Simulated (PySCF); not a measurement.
Ionisation energy of Eu(40+) by level of theory

Eu(40+) [Ar] 3d5 [3d3/2^4 3d5/2^1, M_J = 5/2] → Eu(41+) [Ar] 3d4 [3d3/2^4, M_J = 0], as a difference of total energies. All numbers are calculated (PySCF 2.14, the two-component X2C-1e Hamiltonian, in an even-tempered Gaussian basis (16 s from 8.5 bohr⁻², ratio 2.8; 12 p from 11 bohr⁻², ratio 2.8; 8 d from 11 bohr⁻², ratio 2.8; 3 f from 38 bohr⁻², ratio 3)). Correlated levels: [Ne] frozen; the 74 highest virtual spinors dropped. "Screened" scales the spin-orbit matrix elements by Boettger's factors to mimic the two-electron term; Breit and QED terms are absent.

```csv
method,ionisation energy (eV)
GHF (spin-free),3053.0
GMP2 (spin-free),3053.0
GHF (screened spin-orbit),3023.5
GMP2 (screened spin-orbit),3023.1
```

Breit and QED terms and the two-electron picture change are absent.

The spin-free rows relax to the high-spin LS determinant and lack the spin-orbit shift.

The labels give the starting determinants; with spin-orbit coupling the two ends relaxed to ⟨J²⟩ = 8.76, ⟨L²⟩ = 4.13, ⟨S²⟩ = 3.86 and ⟨J²⟩ = 0.00, ⟨L²⟩ = 2.43, ⟨S²⟩ = 2.43.

For comparison: 3022 ± 4 eV (theoretical estimate listed by NIST; NIST Atomic Spectra Database, ionization energies).
